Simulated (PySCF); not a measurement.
# Fractional electron number in Hg²⁺ (mercury, charge +2)

The 5d beta orbital of [Xe] 4f14 5d10 is emptied in steps (occupation f), with all orbitals relaxed, ending at [Xe] 4f14 5d9. Computed with PySCF 2.14 in aug-cc-pVTZ-PP with ECP60MDF, with scalar relativity through the core potential. The exact energy is a straight line in f; departures are measured from the line between the end points of the same method.

| f | UHF (eV) | LDA (eV) | PBE (eV) |
| --- | --- | --- | --- |
| 1 | 0.000 | 0.000 | 0.000 |
| 0.9 | 0.148 | -0.599 | -0.585 |
| 0.7 | 0.338 | -1.403 | -1.369 |
| 0.5 | 0.394 | -1.677 | -1.634 |
| 0.3 | 0.324 | -1.414 | -1.376 |
| 0.1 | 0.136 | -0.608 | -0.591 |
| 0 | 0.000 | 0.000 | 0.000 |

Task: For UHF, how does the orbital energy at f = 1 compare with the removal energy?

Result: −ε = 35.183 eV against a total-energy difference of 33.521 eV. By Janak's theorem ε = ∂E/∂f, so the gap between them reflects the curvature. Along the path −ε is 34.820 (f = 0.9), 34.129 (f = 0.7), 33.481 (f = 0.5), 32.871 (f = 0.3), 32.296 (f = 0.1) eV.

| method | E(f=0) − E(f=1) (eV) | −ε at f=1 (eV) | −ε at f=0.5 (eV) |
| --- | --- | --- | --- |
| UHF | 33.521 | 35.183 | 33.481 |
| LDA | 35.643 | 29.006 | 35.610 |
| PBE | 35.255 | 28.767 | 35.235 |

Reference removal energy between the ground levels: 34.49 ± 0.05 eV (measured; NIST Atomic Spectra Database, ionization energies). The calculation has no spin-orbit coupling. UHF lacks correlation.
